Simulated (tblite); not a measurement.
C₅H₁₀OSi.
Z-matrix (Å and degrees, GFN2-xTB geometry), rows numbered from 1:
```
C 
C   1  1.3201
C   2  1.4927  1  124.75
C   3  1.5372  2  111.98  1  -122.33
O   4  1.4059  3  109.47  2  -162.18
Si  5  1.6353  4  114.60  3    25.86
C   3  1.5358  2  112.44  1   118.54
H   1  1.0768  2  122.00  3  -179.03
H   1  1.0778  2  121.72  3     0.90
H   2  1.0833  1  120.16  3   178.79
H   3  1.0943  2  109.88  1    -2.54
H   4  1.0932  3  111.62  2    78.14
H   4  1.0965  3  110.17  2   -42.55
H   6  1.4602  5  110.39  4   112.56
H   6  1.4585  5  108.51  4  -121.91
H   7  1.0869  3  110.81  2   -79.71
H   7  1.0911  3  109.67  2    38.39
```

Level: GFN2-xTB in tblite, geometry and Hessian alike; calculated harmonic values, unscaled, isolated species. The method is semi-empirical: single wavenumbers can be off by several per cent or more. Modes of hydrogen on silicon can be 10 to 20 % off. One conformer, not necessarily the lowest.

Harmonic wavenumbers (cm⁻¹): 64.4, 93.5, 146.4, 272.4, 316.7, 380.4, 456.6, 491.5, 554.9, 577.5, 641.4, 678.0, 770.2, 783.1, 794.3, 816.4, 891.7, 896.3, 959.2, 998.4, 1022.8, 1073.6, 1090.6, 1116.0, 1161.2, 1209.9, 1213.0, 1266.8, 1297.5, 1312.0, 1327.4, 1419.8, 1484.3, 1490.2, 1714.3, 2280.7, 2306.4, 2904.9, 2944.9, 2957.2, 2977.8, 3026.0, 3044.9, 3098.4, 3124.0.

A = 5461, B = 1327, C = 1149 MHz; mass 114.050 u (most abundant isotopes); point group C1, symmetry number 1.

Question: What is the zero-point energy?

Answer: Half the sum of the wavenumbers: 29724 cm⁻¹ = 355.58 kJ/mol.

Question: Entropy at 500 K, 1 bar (ideal gas, RRHO, classical rotation)?

Answer: Translation 178.68, rotation 123.80, vibration 153.93: S = 456.4 J/(mol K).

Question: And Cp and H(500 K) − H(0)?

Answer: Cp = 209.64 J/(mol K), of which vibrations give 176.39 (their classical limit is 45 R = 374.2); H(500 K) − H(0) = 58.97 kJ/mol without the zero-point energy, 42.35 from vibrations.

Question: Blend soft modes into free rotors: weight 1/[1 + (100 cm⁻¹/ν̃)⁴] for the oscillator and the rest for a rotor with moment μB/(μ + B), μ = h/(8π²ν), B = 10⁻⁴⁴ kg m². What vibrational entropy results?

Answer: 145.14 J/(mol K) in place of 153.93, which changes −T·S at 500 K by +4.39 kJ/mol.

Question: How do the functions run with temperature in this model?

Answer: 
| T (K) | S (J/(mol K)) | Cp (J/(mol K)) | H − H(0) (kJ/mol) | G − H(0) (kJ/mol) | ln q(vib) |
| --- | --- | --- | --- | --- | --- |
| 50 | 233.1 | 46.8 | 1.92 | -9.74 | 0.26 |
| 100 | 269.9 | 60.9 | 4.61 | -22.38 | 0.97 |
| 298.15 | 367.6 | 136.0 | 23.66 | -85.94 | 4.36 |
| 373.15 | 401.4 | 166.3 | 35.02 | -114.78 | 5.79 |
| 750 | 553.6 | 268.9 | 119.38 | -295.79 | 13.43 |
| 1000 | 636.5 | 307.0 | 191.70 | -444.82 | 18.35 |

q(vib) and H(0) count from the zero-point level.

Hindered rotation and anharmonicity are outside this model. Other conformers, if any are populated, would add a mixing term that is left out. The structure is chiral; the term R ln 2 for an equal mix with its mirror image is left out.
